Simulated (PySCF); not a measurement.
Orbital picture of SrN⁺

PBE at R = 2.331 Å; Sr def2-SVPD with ECP28, N def2-SVPD; scalar-relativistic core potentials (PySCF 2.14). State: ³Σ⁻ (triplet), unpaired electrons π ↑↑. Only the outer orbitals are listed, counted within each symmetry, core potentials removing the inner ones.

| spin | orbital | occ. | ε (eV) | on Sr (%) | main shells (%) |
| --- | --- | --- | --- | --- | --- |
| α | 2σ | 1 | -47.04 | 100 | 100 Sr s |
| α | 1π | 1 | -28.82 | 100 | 100 Sr p |
| α | 1π | 1 | -28.82 | 100 | 100 Sr p |
| α | 3σ | 1 | -28.59 | 96 | 96 Sr p |
| α | 4σ | 1 | -21.52 | 7 | 93 N s |
| α | 2π | 1 | -11.08 | 9 | 90 N p |
| α | 2π | 1 | -11.08 | 9 | 90 N p |
| α | 5σ | 1 | -10.07 | 20 | 76 N p, 10 Sr d, 9 Sr s |
| α | 6σ | 0 | -7.62 | 98 | 83 Sr s, 11 Sr d |
| α | 1δ | 0 | -6.32 | 100 | 100 Sr d |
| α | 1δ | 0 | -6.32 | 100 | 100 Sr d |
| β | 2σ | 1 | -47.03 | 100 | 100 Sr s |
| β | 1π | 1 | -28.80 | 100 | 100 Sr p |
| β | 1π | 1 | -28.80 | 100 | 100 Sr p |
| β | 3σ | 1 | -28.51 | 98 | 98 Sr p |
| β | 4σ | 1 | -18.74 | 8 | 91 N s |
| β | 5σ | 1 | -9.10 | 28 | 66 N p, 15 Sr s, 13 Sr d |
| β | 2π | 0 | -8.15 | 34 | 66 N p, 31 Sr d |
| β | 2π | 0 | -8.15 | 34 | 66 N p, 31 Sr d |
| β | 6σ | 0 | -7.58 | 95 | 74 Sr s, 14 Sr d |

Which are the highest filled and the lowest empty level, where do they sit, and how wide is the gap?

Highest filled β 5σ at -9.10 eV (in %: 66 N p, 15 Sr s, 13 Sr d); lowest empty β 2π at -8.15 eV (in %: 66 N p, 31 Sr d); the gap at PBE is 0.95 eV.

```
bond order (Mayer)                                                                                                : 1.18
⟨S²⟩                                                                                                              : 2.018
charge on Sr (Mulliken, basis-dependent)                                                                          : 1.25
charge on Sr (Löwdin, basis-dependent)                                                                            : 1.33
dipole moment (positive dipole points towards N; it is taken about the centre of mass and depends on that origin) : -6.02 D
polarisability along the bond                                                                                     : 77.8 bohr³
polarisability across the bond                                                                                    : 21.1 bohr³
```

Spin–orbit coupling is left out. The state is the lowest determinant that a PBE0 search found; another state may lie lower at other levels.
